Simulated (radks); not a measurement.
The numbers below are computed, except where a source is named.
Problem. The mean radii <r> (bohr) of the occupied orbitals of an atom or ion are listed with their occupations. Level of theory: scalar-relativistic Kohn-Sham, r2SCAN, spin-polarised, spherical densities, finite nucleus; meta-GGA in the generalised Kohn-Sham scheme; Fermi nuclear charge, rms radius of each element as measured or else 0.836 A^(1/3) + 0.57 fm (a radial shooting solver on a logarithmic mesh with Libxc functionals).

orbital  occ.      <r>
1s down     1  0.03707
1s up       1  0.03707
2s up       1   0.1625
2s down     1   0.1625
2p up       3   0.1417
2p down     3   0.1417
3s up       1   0.4573
3s down     1   0.4574
3p up       3   0.4614
3p down     3   0.4614
3d up       5   0.4525
3d down     5   0.4525
4s up       1    1.221
4s down     1    1.213
4p up       3    1.371
4p down     3    1.357
4d up       2    1.985

Name the element and its charge. Open shells, if any, are filled with parallel spins first.

Solution. Z = 40, zirconium, charge +2: Zr2+ in [Kr] 4d2. The 1s radius gives Z: for a bare nucleus <r> = (2 gamma + 1)/(2Z) with gamma = sqrt(1 - (Z/c)^2), 0.03641 bohr for Z = 40, and screening makes it slightly larger (0.03707 here). The occupations add up to 38, and the charge is Z minus that.
